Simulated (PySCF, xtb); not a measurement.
C₃H₇BO₂, SMILES CB(C)OC=O.

xtb 6.7.1 with GFN2-xTB at its own geometry gives an orbital gap of 3.89 eV and a dipole moment of 2.09 D.

Geometry optimised at B3LYP-D3(BJ)/def2-SVP. One conformer was computed; it need not be the lowest.

Q: What does B3LYP/def2-TZVP (PySCF) give? (An estimate is asked for; the answer gives what the named calculation found.)

A: gap 6.89 eV (levels -8.05 and -1.16 eV), dipole 1.68 D.
